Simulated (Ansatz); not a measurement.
Two isomers of C2H9BO: A = `C[BH-](C)[OH2+]`, B = `[BH3-][O+](C)C`.

Gas-phase electronic energies from Ansatz, PBE0-D4/def2-TZVP geometries. CCSD(T)/CBS adds triple-zeta CCSD(T) − MP2 to the extrapolated MP2 energy (def2 sets, frozen cores). This one scheme is used for every species. DFT in def2-TZVPP. Each species was taken in one conformer, which may not be the lowest.

Question: Which isomer does CCSD(T)/CBS put lower? Give the gap. (An estimate is asked.)

Answer: The calculation gave: A, by 33.0 kcal/mol.

Question: Give E(B) − E(A) in kcal/mol with MP2/def2-TZVPP, CCSD/def2-TZVPP, ωB97M-V, B2PLYP, PBE-D4, r2SCAN-D4, BLYP-D4. (Estimate.)

Answer: The calculation gave: MP2/def2-TZVPP 33.7, CCSD/def2-TZVPP 31.6, ωB97M-V 32.8, B2PLYP 31.6, PBE-D4 33.4, r2SCAN-D4 33.5, BLYP-D4 30.2. None reverses the order clearly.

Question: Does the order hold for the free energy at 298.15 K (harmonic terms from PBE0-D4)? (An estimate is asked.)

Answer: Computed: Yes: G(B) − G(A) = +34.4 kcal/mol, for one conformer each.

Largest T1 diagnostic: 0.010.

Leaving LDA and LC-ωPBE aside and taking each functional with its dispersion term where it has one, the values, not all of them listed here, spread over 3.8 kcal/mol, from CAM-B3LYP-D4 to B97M-V. LDA lies −1.3 kcal/mol from PBE without D4. At CCSD(T), def2-SVP lies −2.7 kcal/mol from the extrapolated value and def2-TZVPP −1.3 kcal/mol.
